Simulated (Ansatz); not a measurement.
Basis-set extrapolation for ClH5O2Si2, SMILES `O[SiH2][SiH](O)Cl` (PBE0-D4/def2-TZVP geometry, frozen core, the Gaussian-basis code of Ansatz). Multiplicity 1, RHF reference.

|  | def2-TZVPP | def2-QZVPP |
| --- | --- | --- |
| HF | -1190.260006 | -1190.298662 |
| MP2 correlation | -0.909030 | -0.988265 |
| CCSD(T) correlation | -0.992055 | not run |

Energies in hartree. Use E(X) = E(∞) + A·exp(−7.88·√X) for Hartree–Fock and E(X) = E(∞) + B·X^(−2.97) for correlation, with X = 3 and 4, and add CCSD(T) minus MP2 of the smaller set to the MP2 limit.

Q: What is the CCSD(T) energy at the basis-set limit?

A: HF limit: -1190.298662 + (-0.038656) × 0.13774 = -1190.30399. MP2 limit: -0.988265 + (-0.079235) × 0.74074 = -1.04696. Higher-order term: -0.992055 − (-0.909030) = -0.08303. Total: -1191.43398 hartree, 477.6 kJ/mol below CCSD(T)/def2-TZVPP.
